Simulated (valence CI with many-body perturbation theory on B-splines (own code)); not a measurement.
Ni XIII: magnetic and hyperfine properties of the levels

Computed by relativistic CI+MBPT: six valence electrons over a frozen Dirac-Fock core [Ne], radial functions for each j: 9 s, 9 p, 8 d, 6 f, 3 g, 1 h, with the one-electron correlation potential Σ1 (screened to all orders), the two-electron term Σ2, the three-electron term Σ3, Breit, model QED; selected single and double excitations, second order for the rest, scaled by the run's own slope (own B-spline code, finite nucleus).

No measured spectrum was set against this ion. As an estimate, levels of excited configurations hold to 0.05 to 0.15 % of their energy, terms of the ground configuration to about 0.5 %. Among the levels kept, up to 1500 cm⁻¹ of a level comes from second order outside the variational space, and about a tenth of that is noise between levels of different J, which matters for small intervals.

A/g_I is the dipole constant over the nuclear g factor μ/I (μ in nuclear magnetons, uniformly magnetised nucleus), B/Q the quadrupole constant per barn. Both hold the static response of the core; the bare values leave it out. Large factors of s and p1/2 electrons are usually good to 5 to 10 %; those of open d and f shells near neutrality can be off by tens of per cent, and small factors of p3/2, d and f electrons come from cancelling terms and can be off by a factor of two or in sign, in half-filled shells by more. B is blank for J = 1/2, where it vanishes, and for nearly pure S terms. Energies count from the lowest level. Levels with J = 0 are left out.

Names give the largest LS component (configuration and term), which can be under half, so a name can repeat, a term be missing and a line seem to break the LS rules; names also repeat where a configuration has a term twice. Letters in brackets count levels of one name in rising energy.

```
               Level  E (cm⁻¹)      g  A/g_I (MHz)  A/g_I bare  B/Q (MHz/b)  B/Q bare
        3s2 3p4 3P_2         0  1.468         5620        5570         8240      7880
        3s2 3p4 3P_1     19527  1.500         -190        64.8        -4950     -4740
        3s2 3p4 1D_2     47205  1.031        11300       10800       -18200    -17400
        3s 3p5 3P°_2    330070  1.500        24300       23200        -9010     -8630
        3s 3p5 3P°_1    344020  1.490        21400       20600         4440      4250
        3s 3p5 1P°_1    420990  1.008        16800       16000        -7480     -7170
    3s2 3p3 3d 5D°_1    447800  1.493         1060        1420         -674      -716
    3s2 3p3 3d 5D°_2    448010  1.482         1400        1710         -324      -352
    3s2 3p3 3d 5D°_3    448400  1.482         1360        1650          638       661
    3s2 3p3 3d 5D°_4    450170  1.490          741        1010         1450      1580
3s2 3p3 3d 3D°_2 [a]    474640  1.041         2700        2730          512       564
3s2 3p3 3d 3D°_3 [a]    480180  1.310          636         865         5120      4980
3s2 3p3 3d 3D°_1 [a]    482620  0.511         8740        8290          533       533
3s2 3p3 3d 3F°_2 [a]    488000  0.812         8460        8130       -10900    -10400
3s2 3p3 3d 3F°_3 [a]    492300  1.108         6850        6710       -11000    -10600
3s2 3p3 3d 3F°_4 [a]    498790  1.239         5370        5340       -12300    -11700
    3s2 3p3 3d 3G°_3    516570  0.786         4120        4010         5220      5190
    3s2 3p3 3d 3G°_4    519540  1.081         3530        3530         7380      7260
    3s2 3p3 3d 3G°_5    523390  1.199         5510        5440         1790      1920
    3s2 3p3 3d 1G°_4    529480  1.025         5880        5750         2870      2940
    3s2 3p3 3d 1D°_2    539080  1.001         5180        5140         8250      7970
3s2 3p3 3d 3D°_1 [b]    552270  0.514         2330        2250        -3150     -2990
3s2 3p3 3d 3P°_1 [a]    558190  1.489         -454        31.7         -782      -765
3s2 3p3 3d 3F°_3 [b]    560980  1.072         5130        5080         8180      7970
3s2 3p3 3d 3F°_2 [b]    561680  0.918         3100        3100         9500      9220
3s2 3p3 3d 3F°_4 [b]    564790  1.212         3390        3440         8180      8000
3s2 3p3 3d 3D°_2 [b]    565190  0.973         4610        4570        -2130     -2010
3s2 3p3 3d 3P°_2 [a]    572620  1.438         -261        91.0         7620      7360
3s2 3p3 3d 3D°_3 [b]    575770  1.295         3870        3940        -6620     -6260
    3s2 3p3 3d 1F°_3    608070  1.037         4040        4000        18000     17400
3s2 3p3 3d 3P°_1 [b]    609570  1.506         4840        4790         -865      -825
3s2 3p3 3d 3P°_2 [b]    609720  1.491         7060        7030        -3580     -3500
    3s2 3p3 3d 3S°_1    613410  1.593         -875        -416        -1680     -1620
3s2 3p3 3d 3P°_1 [c]    624890  1.380        15900       15500          869       824
```

Q: Take the isotope of mass number 61, with I = 3/2, μ = -0.74965 μN and Q = 0.162 b. What is the hyperfine structure of 3s2 3p4 3P_2?

A: From the table A = -2810 MHz, B = 1330 MHz. Shifts from the centre of gravity in MHz: F = 1/2: 13800, F = 3/2: 8430, F = 5/2: 574, F = 7/2: -8100.
